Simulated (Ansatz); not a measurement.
Cost and result for the atomization energy of C3H8O2Sn, SMILES `CC(C)[O][Sn][OH]` (14 atoms, 13 bonds).

| atom | x (Å) | y (Å) | z (Å) |
| --- | --- | --- | --- |
| C1 | 0.513 | 1.016 | 0.095 |
| C2 | 0.292 | -0.385 | 0.637 |
| C3 | -1.006 | -0.477 | 1.420 |
| O4 | 0.300 | -1.377 | -0.356 |
| Sn5 | 0.265 | -1.721 | -2.297 |
| O6 | 0.378 | 0.096 | -3.082 |
| H7 | 0.585 | 1.737 | 0.914 |
| H8 | -0.326 | 1.322 | -0.539 |
| H9 | 1.442 | 1.071 | -0.478 |
| H10 | 1.121 | -0.615 | 1.323 |
| H11 | -1.007 | 0.218 | 2.263 |
| H12 | -1.854 | -0.234 | 0.772 |
| H13 | -1.146 | -1.489 | 1.802 |
| H14 | 0.442 | 0.837 | -2.476 |

The species carries charge 0 and has multiplicity 1. Correlated methods include outer-core shells of Sn, which these sets cover unevenly. Sn: def2 effective core potential. Geometry: relaxed with PBE0-D4/def2-TZVP. It is one conformer, not always the lowest. Program: Ansatz. All runs use 2 threads of an AMD EPYC 7R13 on a shared host and a share of an NVIDIA H100 80 GB. Times are those of one run each, without the atoms' runs, and a repeat can differ threefold. Electronic energies, without spin–orbit coupling; frozen cores. CCSD(T)/CBS adds CCSD(T) − MP2 in def2-TZVPP to the MP2 limit, and its time is that of the two runs behind it. T1 = 0.016. With those shells the extrapolation isn't a true limit. B3LYP takes the VWN-RPA correlation (the form of Gaussian; ORCA's B3LYP/G).

CCSD(T)/CBS is a level of theory with its own doubt, some kJ/mol a heavy atom from the limit and from the frozen cores, so smaller differences don't rank the functionals.

```
                             level  functions  wall time
                PBE0-D4/def2-TZVPP        317      1.7 s
   PBE-D4/def2-TZVPP (with forces)        317      2.1 s
 B3LYP-D4/def2-TZVPP (with forces)        317      2.4 s
r2SCAN-D4/def2-TZVPP (with forces)        317      2.7 s
                 B2PLYP/def2-TZVPP        317      2.8 s
                ωB97X-V/def2-TZVPP        317      2.8 s
  ωB97M-V/def2-TZVPP (with forces)        317      3.9 s
                    MP2/def2-QZVPP        607        6 s
                CCSD(T)/def2-TZVPP        317       11 s
                 CCSD(T)/CBS(def2)          –       17 s
```

(1) What atomization energy does each give, and how far from CCSD(T)/CBS? (An estimate is asked.)

## Answers

(1) Ansatz gave: 
```csv
level,atomization (kcal/mol),difference from CCSD(T)/CBS,per bond
PBE0-D4/def2-TZVPP,1279.4,-6.7,-0.5
PBE-D4/def2-TZVPP (with forces),1309.5,23.4,1.8
B3LYP-D4/def2-TZVPP (with forces),1280.3,-5.8,-0.4
r2SCAN-D4/def2-TZVPP (with forces),1282.8,-3.3,-0.3
B2PLYP/def2-TZVPP,1267.1,-19.0,-1.5
ωB97X-V/def2-TZVPP,1282.5,-3.6,-0.3
ωB97M-V/def2-TZVPP (with forces),1281.4,-4.7,-0.4
MP2/def2-QZVPP,1293.2,7.1,0.6
CCSD(T)/def2-TZVPP,1249.3,-36.8,-2.8
CCSD(T)/CBS(def2),1286.1,0.0,0.0
```

From PBE to PBE0 (25 % exact exchange), in def2-TZVPP and without D4, the atomization energy moves by −28.9 kcal/mol: exact exchange takes away binding that semilocal exchange gives to molecules. The D4 term adds +12.5 kcal/mol with B3LYP and +6.7 kcal/mol with PBE0; it sums over pairs of atoms, weighted by their polarisabilities, and B3LYP, whose exchange is more repulsive, gets the larger term. In def2-TZVPP, CCSD(T) changes the Hartree–Fock value by +338.5 kcal/mol (the triples alone add +21.0 kcal/mol) and MP2 by +360.5 kcal/mol; breaking electron pairs costs correlation energy, which Hartree–Fock lacks.

Spin–orbit coupling would lower the free Sn atoms strongly, and the atomization energy with them, by more than many differences here. For some Ge, Se and Sn compounds the MP2-based and the directly extrapolated limit differ by 10 to 25 kJ/mol.
